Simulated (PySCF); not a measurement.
## A search over the determinants of RuH⁺

Unrestricted PBE0; H def2-TZVPPD, Ru def2-TZVPPD with ECP28; scalar-relativistic core potentials (PySCF 2.14). Outer shells of the fragments: H 1s1; Ru+ 4d7.

Followed along the bond (rough minima from three points):

| 2Ms+1 | unpaired | ⟨S²⟩ at the start | R at minimum (Å) | Te (eV) |
| --- | --- | --- | --- | --- |
| 5 | σ ↑, π ↑, δ ↑↑ | 6.01 | 1.60 | 0.00 |
| 5 | σ ↑, π ↑↑, δ ↑ | 6.00 | 1.64 | 0.02 |
| 3 | δ ↑↑ | 2.09 | 1.52 | 0.29 |
| 3 | π ↑, δ ↑ | 2.30 | 1.56 | 0.29 |
| 3 | π ↑, δ ↑ | 2.04 | 1.54 | 0.30 |
| 1 | δ ↑↓ | 1.00 | 1.51 | 0.65 |

Solutions found at the starting distance of 1.615 Å, counted from the lowest of them; the search is not exhaustive and high or unbound solutions are not listed, so other states can lie among these:

```json
{"2Ms+1": "5", "unpaired": "σ ↑, π ↑, δ ↑↑", "term": "⁵Π", "E (eV)": "0.00", "⟨S²⟩": "6.01", "⟨Lz²⟩": "1.03", "μ (D)": "1.34"}
{"2Ms+1": "5", "unpaired": "σ ↑, π ↑↑, δ ↑", "term": "⁵Δ", "E (eV)": "0.02", "⟨S²⟩": "6.00", "⟨Lz²⟩": "4.01", "μ (D)": "1.45"}
{"2Ms+1": "3", "unpaired": "π ↑, δ ↑", "term": "mixed", "E (eV)": "0.31", "⟨S²⟩": "2.30", "⟨Lz²⟩": "4.50", "μ (D)": "0.87"}
{"2Ms+1": "3", "unpaired": "π ↑, δ ↑", "term": "mixed", "E (eV)": "0.34", "⟨S²⟩": "2.04", "⟨Lz²⟩": "5.08", "μ (D)": "0.75"}
{"2Ms+1": "3", "unpaired": "δ ↑↑", "term": "³Σ⁻", "E (eV)": "0.36", "⟨S²⟩": "2.09", "⟨Lz²⟩": "0.00", "μ (D)": "0.78"}
{"2Ms+1": "1", "unpaired": "δ ↑↓", "term": "mixed", "E (eV)": "0.74", "⟨S²⟩": "1.00", "⟨Lz²⟩": "8.01", "μ (D)": "0.84"}
{"2Ms+1": "3", "unpaired": "π ↑↑", "term": "mixed", "E (eV)": "0.75", "⟨S²⟩": "2.79", "⟨Lz²⟩": "2.22", "μ (D)": "1.07"}
{"2Ms+1": "1", "unpaired": "π ↓, δ ↑", "term": "mixed", "E (eV)": "0.82", "⟨S²⟩": "1.32", "⟨Lz²⟩": "5.69", "μ (D)": "0.93"}
{"2Ms+1": "1", "unpaired": "π ↑, δ ↓", "term": "mixed", "E (eV)": "0.87", "⟨S²⟩": "1.01", "⟨Lz²⟩": "5.10", "μ (D)": "0.78"}
{"2Ms+1": "3", "unpaired": "σ ↓, π ↑↑, δ ↑", "term": "mixed", "E (eV)": "0.93", "⟨S²⟩": "3.02", "⟨Lz²⟩": "4.01", "μ (D)": "1.28"}
{"2Ms+1": "3", "unpaired": "σ ↑, π ↑↓, δ ↑", "term": "mixed", "E (eV)": "1.24", "⟨S²⟩": "3.01", "⟨Lz²⟩": "6.01", "μ (D)": "1.39"}
{"2Ms+1": "3", "unpaired": "σ ↓, π ↑, δ ↑↑", "term": "mixed", "E (eV)": "1.30", "⟨S²⟩": "3.01", "⟨Lz²⟩": "1.11", "μ (D)": "1.16"}
{"2Ms+1": "3", "unpaired": "σ ↑, π ↑, δ ↑↓", "term": "mixed", "E (eV)": "1.38", "⟨S²⟩": "3.00", "⟨Lz²⟩": "8.89", "μ (D)": "1.30"}
{"2Ms+1": "5", "unpaired": "π ↑↑, δ ↑↑", "term": "⁵Σ⁺", "E (eV)": "1.45", "⟨S²⟩": "6.03", "⟨Lz²⟩": "0.00", "μ (D)": "2.04"}
```

A term symbol is given only where ⟨S²⟩ and ⟨Lz²⟩ are close to those of a pure state; real π, δ and φ orbitals otherwise mix terms. A positive dipole points towards Ru; it is taken about the centre of mass and depends on that origin.

Spin–orbit coupling is left out. The state is the lowest single determinant that the PBE0 search found; with open d or f shells the true ground state can be another one.
